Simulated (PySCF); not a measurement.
One molecule, one basis, several functionals.

Compound: C2H4ClNSi.
SMILES: `N#C[SiH2]CCl`

Torsions of this conformer, `[N:1]#[C:2][SiH2:3][CH2:4][Cl:5]`: C2–Si3–C4–Cl5 -63°.

PySCF, def2-SVPD basis, density fitting, gas phase, PBE0-D3(BJ)/def2-SVP geometry; singlet excitations by full TDDFT with frozen cores, triplets by Tamm–Dancoff TDDFT and ionisation energies by ΔSCF, from the lowest of the holes tried. One functional is left out:

```csv
functional,exact exchange (%),HOMO energy (eV),LUMO energy (eV),lowest singlet excitation (eV),lowest triplet excitation (eV),dipole moment (D),mean polarisability (au),vertical ionisation energy (eV)
LDA,0,-7.47,-2.08,5.51,5.30,4.340,70.9,10.65
PBE,0,-7.37,-1.86,5.62,5.36,4.210,69.9,10.50
PBE0,25,-8.71,-0.94,6.56,5.66,4.328,67.3,10.91
BHandHLYP,50,-9.94,-0.03,6.78,5.54,4.455,65.4,11.10
```

**Question.** Predict the row of B3LYP (20 % exact exchange) by straight lines through the other rows, and check it.

**Answer.** 
```json
{"property": "HOMO energy (eV)", "line": "-8.44", "computed": "-8.46", "computed − line": "-0.02", "PBE0 (25 %), for comparison": "-8.71"}
{"property": "LUMO energy (eV)", "line": "-1.18", "computed": "-1.16", "computed − line": "+0.02", "PBE0 (25 %), for comparison": "-0.94"}
{"property": "lowest singlet excitation (eV)", "line": "6.15", "computed": "6.38", "computed − line": "+0.23", "PBE0 (25 %), for comparison": "6.56"}
{"property": "lowest triplet excitation (eV)", "line": "5.47", "computed": "5.72", "computed − line": "+0.25", "PBE0 (25 %), for comparison": "5.66"}
{"property": "dipole moment (D)", "line": "4.338", "computed": "4.327", "computed − line": "-0.011", "PBE0 (25 %), for comparison": "4.328"}
{"property": "mean polarisability (au)", "line": "68.2", "computed": "67.8", "computed − line": "-0.4", "PBE0 (25 %), for comparison": "67.3"}
{"property": "vertical ionisation energy (eV)", "line": "10.80", "computed": "10.87", "computed − line": "+0.07", "PBE0 (25 %), for comparison": "10.91"}
```

**Question.** Which of these properties follows the share of exact exchange most closely, and which least?

**Answer.** Most closely the HOMO energy, least the lowest triplet excitation; the correlations over the tabulated rows are HOMO energy -0.999, LUMO energy 0.995, mean polarisability -0.979, vertical ionisation energy 0.964, lowest singlet excitation 0.953, dipole moment 0.828, lowest triplet excitation 0.727. The HOMO energy moves by -0.505 eV for every 10 %. Functionals with the same share still differ in their other parts: at 0 % LDA and PBE differ by 0.10 eV in it.
